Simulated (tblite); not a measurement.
A geometry optimisation, step by step.

Compound: C₄H₁₄AlNSi₂.
Bonds: Si1–N2, N2–Si3, N2–Al4, Al4–C5, C5–C6, C6–C7, C7–C8, Al4–C8. Hydrogens: H9, H10, H11 on Si1; H12, H13, H14 on Si3; H15, H16 on C5; H17, H18 on C6; H19, H20 on C7; H21, H22 on C8.

Computed with GFN2-xTB (tblite), gas phase: L-BFGS steps from a force-field or distance-geometry start until the largest atomic force falls under 0.01 eV/Å. 3 of its 152 geometries are shown.

Step 0: E = -630.0283 eV, largest atomic force 2.183 eV/Å
```
atom  x, y, z in Å  |  force x, y, z in eV/Å
Si1    -1.809   -1.214    1.010   -0.084   0.853   0.235
N2     -1.735    0.580    0.890    0.351  -0.583  -1.115
Si3    -2.886    1.094   -0.353   -0.130  -0.039   0.564
Al4     0.021    1.053    0.280   -1.394  -1.310   1.051
C5      1.590    0.448    1.313    0.130   0.522   0.838
C6      2.287   -0.526    0.356    0.349  -0.150   0.394
C7      2.165   -0.040   -1.098    0.315   0.111  -0.117
C8      0.722    0.339   -1.404   -0.405   0.462  -1.156
H9     -3.149   -1.612    1.480    0.178   0.164  -0.095
H10    -0.821   -1.700    1.977    0.008   0.146  -0.086
H11    -1.569   -1.826   -0.304   -0.007  -0.093   0.103
H12    -2.583    0.455   -1.643   -0.096   0.052  -0.110
H13    -4.263    0.725    0.059    0.343   0.050  -0.063
H14    -2.829    2.559   -0.514    0.158  -0.019   0.073
H15     2.238    1.331    1.531    0.044  -0.707   0.215
H16     1.295   -0.060    2.258    0.507   0.434  -0.366
H17     1.822   -1.526    0.453    0.133   0.476  -0.106
H18     3.362   -0.626    0.637   -0.572  -0.033  -0.254
H19     2.509   -0.833   -1.785    0.032   0.308   0.229
H20     2.821    0.849   -1.230   -0.326  -0.506   0.073
H21     0.126   -0.552   -1.703    0.374   0.555  -0.092
H22     0.677    1.104   -2.209    0.092  -0.692  -0.215
```

Step 76: E = -631.0063 eV, largest atomic force 0.103 eV/Å
```
atom  x, y, z in Å  |  force x, y, z in eV/Å
Si1    -2.324   -1.433    1.118   -0.001   0.084  -0.060
N2     -1.826    0.014    0.281    0.009   0.040   0.049
Si3    -2.992    1.157   -0.325    0.040  -0.066   0.053
Al4    -0.048    0.273   -0.012   -0.044  -0.063  -0.035
C5      1.466    0.292    1.284    0.013   0.038   0.012
C6      2.523   -0.313    0.342   -0.022   0.035   0.009
C7      2.447    0.286   -1.075    0.023  -0.011   0.013
C8      1.039    0.161   -1.689    0.052  -0.064   0.037
H9     -3.445   -1.116    2.005   -0.016  -0.031  -0.010
H10    -1.148   -1.856    1.891    0.011  -0.070  -0.018
H11    -2.711   -2.477    0.157   -0.017   0.032   0.042
H12    -3.593    0.680   -1.578    0.001   0.044   0.044
H13    -4.037    1.365    0.683    0.007   0.002  -0.052
H14    -2.213    2.394   -0.521   -0.022  -0.007  -0.073
H15     1.801    1.276    1.627    0.053   0.071  -0.011
H16     1.375   -0.320    2.185    0.012  -0.041   0.040
H17     2.349   -1.393    0.268    0.033   0.059  -0.019
H18     3.536   -0.154    0.727   -0.032  -0.088   0.016
H19     3.195   -0.221   -1.695   -0.012   0.084  -0.028
H20     2.726    1.343   -1.020   -0.030  -0.029   0.042
H21     0.944   -0.830   -2.156   -0.006   0.037  -0.056
H22     0.928    0.892   -2.496   -0.055  -0.058   0.006
```

Step 151: E = -631.0810 eV, largest atomic force 0.007 eV/Å
```
atom  x, y, z in Å  |  force x, y, z in eV/Å
Si1    -2.513   -1.457    1.098   -0.004   0.005  -0.003
N2     -1.819   -0.108    0.247    0.001   0.000   0.003
Si3    -2.849    1.155   -0.361   -0.002  -0.006  -0.002
Al4    -0.021   -0.010    0.001    0.003   0.003   0.000
C5      1.476    0.178    1.315    0.002   0.002   0.001
C6      2.615   -0.181    0.344   -0.001  -0.002   0.001
C7      2.387    0.471   -1.030   -0.002   0.001   0.000
C8      1.082   -0.039   -1.669   -0.001  -0.002   0.000
H9     -3.212   -1.005    2.305    0.003  -0.003  -0.002
H10    -1.368   -2.320    1.434   -0.002   0.000   0.001
H11    -3.460   -2.168    0.233   -0.002   0.000   0.001
H12    -3.804    0.620   -1.335    0.000   0.000  -0.001
H13    -3.587    1.785    0.739   -0.002   0.000   0.002
H14    -1.930    2.120   -0.990    0.001   0.004   0.002
H15     1.640    1.190    1.705    0.001   0.000  -0.001
H16     1.501   -0.485    2.187   -0.001   0.000   0.000
H17     2.643   -1.266    0.205    0.002  -0.002  -0.003
H18     3.589    0.128    0.736    0.001  -0.001   0.001
H19     3.251    0.278   -1.673    0.002  -0.001  -0.001
H20     2.318    1.553   -0.884    0.001   0.006   0.000
H21     1.259   -1.029   -2.107    0.000  -0.004   0.002
H22     0.792    0.609   -2.502    0.000  -0.001   0.000
```

Question: Summarise the path.

Answer: The energy falls by 101.57 kJ/mol from step 0 to step 151; nine tenths of that is first reached at step 69. It falls at every step. The largest force goes from 2.183 to 0.007 eV/Å. Among the bonds N2–Al4 changes most, from 1.918 to 1.818 Å; the atoms move by 0.983 Å rms after alignment.

Question: Follow the three bonds and two angles with the largest change from start to end.

Answer: 
| step | E above end (kJ/mol) | largest force (eV/Å) | N2–Al4 (Å) | Si1–N2 (Å) | Al4–C8 (Å) | Si1–N2–Al4 (°) | Si3–N2–Al4 (°) |
| --- | --- | --- | --- | --- | --- | --- | --- |
| 0 | 101.57 | 2.183 | 1.918 | 1.800 | 1.958 | 107.7 | 107.5 |
| 7 | 49.04 | 0.389 | 1.834 | 1.750 | 1.976 | 102.5 | 114.4 |
| 13 | 38.75 | 0.297 | 1.817 | 1.742 | 2.016 | 107.3 | 117.2 |
| 20 | 29.42 | 0.243 | 1.811 | 1.740 | 1.995 | 107.4 | 121.6 |
| 26 | 25.57 | 0.179 | 1.824 | 1.742 | 1.984 | 108.5 | 121.2 |
| 33 | 22.20 | 0.306 | 1.831 | 1.746 | 1.997 | 110.6 | 121.2 |
| 39 | 18.74 | 0.162 | 1.823 | 1.746 | 2.007 | 112.8 | 119.5 |
| 46 | 16.27 | 0.187 | 1.814 | 1.744 | 2.011 | 115.2 | 120.3 |
| 53 | 14.19 | 0.091 | 1.820 | 1.742 | 2.009 | 117.5 | 120.6 |
| 59 | 13.07 | 0.158 | 1.821 | 1.747 | 2.003 | 117.5 | 120.3 |
| 66 | 10.96 | 0.154 | 1.825 | 1.747 | 2.012 | 118.9 | 120.0 |
| 72 | 8.77 | 0.104 | 1.819 | 1.744 | 2.000 | 118.6 | 120.0 |
| 79 | 6.16 | 0.208 | 1.816 | 1.739 | 1.997 | 117.9 | 120.9 |
| 85 | 3.45 | 0.160 | 1.827 | 1.740 | 1.999 | 116.6 | 122.5 |
| 92 | 1.53 | 0.091 | 1.824 | 1.742 | 2.002 | 115.9 | 123.3 |
| 98 | 0.85 | 0.045 | 1.821 | 1.741 | 2.003 | 115.6 | 123.8 |
| 105 | 0.56 | 0.038 | 1.818 | 1.740 | 2.001 | 117.0 | 123.3 |
| 112 | 0.38 | 0.026 | 1.818 | 1.739 | 2.002 | 117.9 | 122.9 |
| 118 | 0.30 | 0.022 | 1.818 | 1.740 | 2.000 | 118.2 | 122.6 |
| 125 | 0.18 | 0.024 | 1.818 | 1.740 | 2.001 | 119.3 | 121.5 |
| 131 | 0.11 | 0.023 | 1.818 | 1.740 | 2.002 | 119.9 | 120.8 |
| 138 | 0.05 | 0.016 | 1.818 | 1.739 | 2.002 | 120.2 | 120.2 |
| 144 | 0.02 | 0.012 | 1.819 | 1.740 | 2.001 | 120.3 | 120.0 |
| 151 | 0.00 | 0.007 | 1.818 | 1.740 | 2.001 | 120.2 | 119.9 |

What follows is the cost of the whole relaxation. On one thread, Arm Neoverse V1 (aarch64), no GPU, shared host, this took 1.7 s.
